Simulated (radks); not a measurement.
Values are calculated unless marked as measured or tabulated.
Problem. Numerical settings for the samarium ion Sm+, [Xe] 4f6 6s1. Code: a radial shooting solver on a logarithmic mesh with Libxc functionals. Model: non-relativistic Kohn-Sham, TPSS, spin-unpolarised, spherical densities, point nucleus; meta-GGA in the generalised Kohn-Sham scheme; relativity is left out, which matters for an element this heavy. The defaults (mesh step 0.008 in ln r, mesh end at 40 bohr or more with all orbitals vanishing there, Anderson mixing 0.5 over 9 steps, residual threshold near 1e-9 with the energy settled to 1e-9 hartree or 1e-11 of itself, here a cap of 58 iterations) give E = -10037.405 hartree and 6s at -7.701 eV in 13 iterations. Run on one thread of a shared host, so times are rough (Intel(R) Xeon(R) Platinum 8559C): 0.12 s of CPU time, 0.12 s wall, 13 iterations on 2648 mesh points. One setting is changed at a time: mesh step in ln r 0.003; mesh step in ln r 0.08; mesh step in ln r 0.012; mesh end (bohr) 400; mesh end (bohr) 5; residual threshold 1e-16; residual threshold 1e-13; mixing 0.2; linear mixing, mixing 0.05; linear mixing, mixing 1; mixing history 20; iteration cap 3. Which runs fail to converge, and which converge to a wrong energy?

Solution. Not converged within the cap: mesh step in ln r 0.08; residual threshold 1e-16; residual threshold 1e-13; linear mixing, mixing 0.05; linear mixing, mixing 1; iteration cap 3. Settings that end as converged yet miss the energy by more than 1 mhartree: mesh end (bohr) 5 (+0.169 hartree).
